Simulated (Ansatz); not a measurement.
One change: `[CH3][Ge][NH2]` becomes `[CH3][Ge][F]`.

Ansatz, PBE0-D4/def2-TZVP geometries, multiplicity 1. Each molecule was computed in one conformer, which needn't be the lowest.

Scalar relativity is left out up to krypton.

```tsv
property	`[CH3][Ge][NH2]`
HOMO–LUMO gap (PBE/def2-TZVPP) / eV	3.06
size of the dipole moment (ωB97M-V/def2-TZVPP) / D	1.28
HOMO energy (PBE0/def2-TZVPP) / eV	-6.23
HOMO energy (PBE/def2-TZVPP) / eV	-5.17
LUMO energy (ωB97M-V/def2-TZVPP) / eV	0.64
LUMO energy (B3LYP/def2-TZVPP) / eV	-1.55
```

**Question.** Give the same properties after the change, and the shifts. (Estimate.)

**Answer.** The calculation gave: 
```
                                          property  `[CH3][Ge][F]`  shift
               HOMO–LUMO gap (PBE/def2-TZVPP) / eV            2.56  -0.50
size of the dipole moment (ωB97M-V/def2-TZVPP) / D            2.09   0.81
                HOMO energy (PBE0/def2-TZVPP) / eV           -6.85  -0.62
                 HOMO energy (PBE/def2-TZVPP) / eV           -5.72  -0.55
             LUMO energy (ωB97M-V/def2-TZVPP) / eV           -0.36  -1.00
               LUMO energy (B3LYP/def2-TZVPP) / eV           -2.62  -1.07
```

With PBE0 the HOMO falls by 0.62 eV and the LUMO falls by 1.03 eV, so the gap narrows by about 0.41 eV. PBE moves the HOMO by -0.55 eV and ωB97M-V by -0.63 eV. Dipoles are sizes alone; their direction can turn.

B3LYP here is the variant with VWN-RPA as its local correlation; programs differ in this.
